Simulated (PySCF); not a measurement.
**Telling isomers of C$_{5}$H$_{5}$F$_{3}$Si apart by NMR**

Theoretical values (PySCF 2.14): σ from GIAO-PBE0/pcSseg-1, structure optimised with GFN2-xTB. Isolated molecule, fast rotation and ring inversion assumed for equivalent nuclei, non-relativistic, one conformer.

Referencing at the same level of theory: ¹H and ¹³C against TMS. Splittings of carbon signals by F and P are missing where no couplings were computed. Where no couplings were computed, multiplicities follow the n + 1 count of equivalent neighbours, and m marks all less simple cases (inequivalent or close neighbours, rings, F or P nearby). Shifts are as computed. Against solution values, carbons near 30 ppm lie about +3 ppm off and those near 130 ppm about +5 ppm. Of 1313 compounds with measured shifts, 239 miss one by over three times the rms of a fit or turn the order of signals round; such compounds aren't used in these exercises.

(1) Tabulate the signals of `C#C[Si]1(C(F)(F)F)CC1`, `FC1=C[Si](F)(F)C=CC1` and their relative energies.

(2) What is the quickest way to tell C#C[Si]1(C(F)(F)F)CC1 from FC1=C[Si](F)(F)C=CC1?

Results:

(1) 
```tsv
SMILES	carbon types	δC	δH	E rel. (kcal/mol)
C#C[Si]1(C(F)(F)F)CC1	2×C 1×CH 2×CH2	139.3, 108.0, 79.8, 2.1	2.02 (s, 1H), 1.14 (m, 2H), 1.10 (m, 2H)	127.9
FC1=C[Si](F)(F)C=CC1	1×C 3×CH 1×CH2	183.3, 155.9, 127.6, 100.6, 36.6	7.08 (m, 1H), 6.19 (m, 1H), 5.51 (m, 1H), 3.12 (m, 2H)	0.0
```

Energies are electronic energies at PBE0/pcSseg-1 on these geometries, without zero-point or thermal terms, each for the one conformer computed, which needn't be the lowest.

(2) Count the carbon signals: 4 against 5. The first has an alkyne carbon (C) at 79.8 ppm, the second an alkene CH at 155.9 ppm. Their most deshielded carbons lie at 139.3 and 183.3 ppm. In the proton spectra the most deshielded non-exchanging signals are 2.02 (s, 1H) and 7.08 (m, 1H).
